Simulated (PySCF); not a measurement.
Sn(H)(NH2) (H3NSn), SMILES [NH2][SnH] (connectivity only; charge and spin as stated), neutral, multiplicity 1.

Coordinates come from a B3LYP-D3(BJ)/def2-TZVP optimisation. The def2 effective core potentials stand for the cores of Sn; spin–orbit coupling is left out.

These are PySCF with B3LYP-D3(BJ)/def2-TZVP values and carry that method's errors.

Frequencies are harmonic and unscaled.

| mode | ν (cm⁻¹) | IR (km/mol) | Raman (Å⁴/amu) | depolarisation | moving atoms (share of kinetic energy) |
|---|---|---|---|---|---|
| 1 | 411 | 223.1 | 0.3 | 0.75 | H 81 %, N 19 % |
| 2 | 537 | 19.7 | 16.7 | 0.74 | H 97 % |
| 3 | 594 | 7.9 | 3.3 | 0.75 | H 100 % |
| 4 | 598 | 65.7 | 25.2 | 0.37 | N 74 %, H 15 %, Sn 11 % |
| 5 | 751 | 61.8 | 12.3 | 0.71 | H 84 %, N 14 % |
| 6 | 1555 | 13.6 | 2.9 | 0.57 | H 90 %, N 10 % |
| 7 | 1667 | 489.8 | 254.0 | 0.39 | H 99 % |
| 8 | 3543 | 11.7 | 206.8 | 0.15 | H 96 % |
| 9 | 3651 | 21.3 | 79.2 | 0.74 | H 91 %, N 9 % |
